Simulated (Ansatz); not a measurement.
Reaction (formal exchange of groups at a B–I bond): `C=CBI` + `N=C[SeH]` → `C=CB[SeH]` + `N=CI`

Computed with Ansatz on PBE0-D4/def2-TZVP structures; ΔE is electronic, products minus reactants. CCSD(T)/CBS adds triple-zeta CCSD(T) − MP2 to the extrapolated MP2 energy (def2 sets, frozen cores). def2 core potentials past Kr. For I, Se outer-core shells are correlated without core-valence functions, which leaves a few kJ/mol of doubt a bond. Scalar relativity is left out up to krypton. One conformer a species, not always the lowest.

```tsv
species	CCSD(T)/CBS(def2) energy (Eh)
`C=CBI`	-400.74733
`N=C[SeH]`	-2495.22891
`C=CB[SeH]`	-2504.61289
`N=CI`	-391.36369
```

Work out ΔE.

ΔE = (-2504.61289) + (-391.36369) − (-400.74733) − (-2495.22891) = -0.00034 Eh = -0.2 kcal/mol.

Largest T1 diagnostic among the species: 0.013.

From BLYP to BHLYP (50 % exact exchange), in def2-TZVPP and without D4, ΔE moves by +1.5 kcal/mol. In def2-TZVPP, CCSD(T) changes the Hartree–Fock value by −2.0 kcal/mol (the triples alone add −0.3 kcal/mol) and MP2 by −1.3 kcal/mol. Leaving LDA and LC-ωPBE aside and taking each functional with its dispersion term where it has one, the values, not all of them listed here, spread over 1.8 kcal/mol, from BLYP-D4 to PBE-QIDH.
